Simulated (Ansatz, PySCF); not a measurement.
Dimer: HCl (SMILES Cl) (first 2 atoms) with CH2O (SMILES C=O); geometry from B3LYP-D3(BJ)/def2-TZVP, rigid monomers moved along the line of their centres of mass till H2···O4 is 2.13 Å.
(charge 0, multiplicity 1):
```xyz
6

Cl    -0.152    -0.056     0.443
H      0.150     0.492     1.588
C     -0.327     0.053     4.275
O      0.291     0.897     3.678
H     -0.392     0.062     5.376
H     -0.852    -0.762     3.747
```

Interaction energies are E(AB) − E(A) − E(B) at the monomers' geometry in the complex; basis-set methods are counterpoise corrected.

Frozen-core correlation. CBS(a, b) extrapolates the correlation energy as X⁻³ and adds the Hartree–Fock energy of set b.

Programs: Ansatz (a program for electronic structure) with Gaussian orbitals; PySCF for the dispersion terms. Each number belongs to the level named beside it.

PBE/def2-TZVPPD gives -4.88 kcal/mol for the interaction energy.

**Question.** Where do these levels fall relative to PBE: PBE-D3(BJ)/def2-TZVPPD, r2SCAN/def2-TZVPPD, B3LYP/def2-TZVPPD, wB97M-V/def2-TZVPPD, MP2/CBS(aug-cc-pV(D+d)Z, aug-cc-pV(T+d)Z), CCSD(T)/CBS(aug-cc-pV(D+d)Z, aug-cc-pV(T+d)Z).

**Answer.** PBE-D3(BJ)/def2-TZVPPD -0.73; r2SCAN/def2-TZVPPD -0.33; B3LYP/def2-TZVPPD 0.66; wB97M-V/def2-TZVPPD -0.18; MP2/CBS(aug-cc-pV(D+d)Z, aug-cc-pV(T+d)Z) -0.41; CCSD(T)/CBS(aug-cc-pV(D+d)Z, aug-cc-pV(T+d)Z) -0.16 kcal/mol. 1 of 6 lie above PBE; the widest gap is to PBE-D3(BJ)/def2-TZVPPD.
